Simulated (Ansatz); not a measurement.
This geometry of ClH3OSi + H2S (9 atoms, charge 0, multiplicity 1) is a first-order saddle point.

These are results of RKS PBE0/def2-SVP in Ansatz 0.2.0, not measurements.

```xyz
9
Properties=species:S:1:pos:R:3
Si 0.152 0.196 0.015
O -0.060 0.024 1.834
H -0.808 -0.420 2.264
Cl 1.899 -0.418 -0.935
H -0.699 1.226 -0.638
H -0.638 -1.071 -0.177
S 1.320 2.134 1.109
H 2.497 1.521 1.362
H 0.394 1.002 2.095
```

Q: Which two structures does it join? (They come from a converged band through this point; their orientation in space is the band's.)

A: Bonds broken: Si1–O2, S7–H9. Bonds formed: Si1–S7, O2–H9. ClH3OSi + H2S becomes ClH3SSi + H2O.

First end point:

```xyz
9
Properties=species:S:1:pos:R:3
Si -0.233 -0.224 -0.050
O -0.449 -0.052 1.587
H -0.382 -0.847 2.126
Cl 1.725 -0.760 -0.467
H -0.519 1.093 -0.657
H -1.087 -1.315 -0.592
S 1.686 2.726 1.693
H 2.509 1.788 1.179
H 0.809 1.785 2.110
```

Last end point:

```xyz
9
Properties=species:S:1:pos:R:3
Si 0.611 0.221 -0.215
O -0.775 0.066 2.352
H -1.544 0.647 2.352
Cl 1.532 0.093 -2.075
H -0.787 0.653 -0.448
H 0.786 -1.105 0.418
S 1.546 1.797 0.924
H 2.734 1.164 1.034
H -0.046 0.658 2.588
```

Q: How far does it lie above each of them?

A: 125.2 kJ/mol above the first and 100.5 kJ/mol above the second. This is the barrier of this one path; another mechanism may lie lower. The orbitals stay closed-shell, which can raise the energy where a bond breaks towards radicals; this wasn't checked here.

The run took 3.3 min on 2 threads of Arm Neoverse V2, on a shared host, peak memory 0.2 GiB.
